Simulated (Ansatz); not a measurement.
Geometry optimisation, Ansatz 0.2.0, RKS PBE0/def2-SVP.

Input file:

```yaml
crystal:
  periodic: [false, false, false]
  atoms:
    - { symbol: Ga, position_ang: [-0.4428, -0.0301, 0.1747] }
    - { symbol: Cl, position_ang: [1.2341, 1.7291, -0.7894] }
    - { symbol: O, position_ang: [-1.7271, -0.4621, -0.8913] }
    - { symbol: O, position_ang: [-0.678, 0.0421, 1.883] }
    - { symbol: H, position_ang: [1.734, 0.0553, -0.6771] }
    - { symbol: F, position_ang: [1.3697, -1.0299, -0.3208] }
    - { symbol: H, position_ang: [-1.5608, -0.521, -1.8329] }
    - { symbol: H, position_ang: [0.0708, 0.2165, 2.4539] }
basis:
  gaussian: { orbitals: def2-SVP }
hamiltonian:
  xc: pbe0
relax:
  f_tol: 0.15
  max_steps: 25
  restrain:
    - { distance: [0, 5], at: 1.79, k: 30.0 }
    - { distance: [4, 1], at: 1.33, k: 30.0 }
    - { distance: [0, 1], at: 3.54, k: 30.0 }
    - { distance: [4, 5], at: 2.18, k: 30.0 }
output:
  orbitals: {}
```

Run as:

```bash
$ ansatz run input.yaml --threads 2 --pin off --max-ram 3072MiB --backend cpu --events-out ev --progress --plain --runs-dir out
```

Q: Where does it end, and by what steps?

A: The run converged. The restraints hold the end off the free minimum. After 6 steps the energy has fallen by 0.227 eV (the restraints' own energy left out); H5 moved furthest, 0.72 Å. Parted: Ga1–Cl2. Joined: Cl2–H5.

```csv
step,energy less start (eV),largest force component (eV/Å),accepted
0,0.0000,2.627,yes
1,0.3566,2.866,yes
2,0.0449,2.683,yes
3,-0.1861,0.871,yes
4,-0.2014,0.735,yes
5,-0.2131,0.631,yes
6,-0.2268,0.650,yes
```

```xyz
8
Properties=species:S:1:pos:R:3
Ga -0.560 -0.424 0.292
Cl 1.735 1.924 -1.017
O -1.854 -0.379 -0.901
O -0.771 0.126 1.951
H 2.054 0.657 -0.905
F 1.013 -1.110 -0.183
H -1.617 -0.772 -1.748
H -0.001 -0.022 2.511
```

Time of the run: 26 s on 2 threads of Intel(R) Xeon(R) Platinum 8175M CPU @ 2.50GHz (Skylake/Cascade Lake), with other jobs on the host, peak memory 0.27 GiB.
